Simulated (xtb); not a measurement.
xtb input:

```bash
xtb mol.xyz --gfn 1 --opt tight --chrg 0 --uhf 0
```
mol.xyz:
```
9

N     -0.99401429    -1.40943847    -0.33383711
Al    -0.00931359     0.01894268    -0.00261122
N      1.67622943    -0.12857893     0.52268911
O     -0.76432808     1.52925101    -0.21469895
H     -0.69036544    -2.36558258    -0.25414564
H     -1.95449164    -1.36860401    -0.63386516
H      2.16188781    -1.00026063     0.66071753
H      2.28990050     0.64302709     0.72720521
H     -0.34673595     2.37727901    -0.07033845
```

**Question.** What final total energy does it print?

**Answer.** -15.17631 Eh (GFN1-xTB).
